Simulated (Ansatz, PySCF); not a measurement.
Stretching the O3–H4 bond in BeH2O (SMILES [BeH][OH]) (multiplicity 1 held, fragments rigid). Energies count from the point at 0.952 Å.
Geometry at that point (charge 0, multiplicity 1):
```xyz
4

Be    -0.784    -0.353     0.030
H     -1.995    -0.895     0.080
O      0.511     0.185    -0.074
H      1.042     0.825     0.390
```

Unrestricted levels (U-) break spin symmetry where that is lower. Active spaces are followed from a long bond inwards. Curves can end on different states.

Frozen-core correlation. Rows in 3-21G, 6-31G* carry no dispersion term and start afresh at each structure (6-31G* with six Cartesian d functions). MP2/6-31G* freezes PySCF's default core, which is smaller on s-block atoms.

Programs: Ansatz (a quantum-chemistry and plane-wave program); PySCF for 3-21G rows, 6-31G* rows. Values without a source in brackets are computed.

Other levels give for the energy at R = 3.046 Å: U-PBE/aug-cc-pVTZ 130.87; U-B3LYP/aug-cc-pVTZ 130.03; U-wB97X-V/aug-cc-pVTZ 130.49; FIC-MRCISD+Q on CASSCF(4,3)/aug-cc-pVTZ 130.06 kcal/mol.

Common cheap choices:

```json
[
 {"level": "R-HF/3-21G", "energy at R = 3.046 Å (kcal/mol)": "223.88"},
 {"level": "R-HF/6-31G*", "energy at R = 3.046 Å (kcal/mol)": "221.60"},
 {"level": "U-HF/6-31G*", "energy at R = 3.046 Å (kcal/mol)": "88.73"},
 {"level": "R-B3LYP/6-31G*", "energy at R = 3.046 Å (kcal/mol)": "168.65"},
 {"level": "U-B3LYP/6-31G*", "energy at R = 3.046 Å (kcal/mol)": "123.24"},
 {"level": "R-MP2/6-31G*", "energy at R = 3.046 Å (kcal/mol)": "141.98"}
]
```

Doubts at one or more of the structures used: a restricted determinant that unrestricted orbitals would lower (R-HF/3-21G, R-HF/6-31G*, R-B3LYP/6-31G*, R-MP2/6-31G*); a spin-contaminated determinant (U-HF/6-31G*, U-B3LYP/6-31G*, U-PBE/aug-cc-pVTZ, U-B3LYP/aug-cc-pVTZ, U-wB97X-V/aug-cc-pVTZ); active orbitals that take no part (FIC-MRCISD+Q on CASSCF(4,3)/aug-cc-pVTZ).
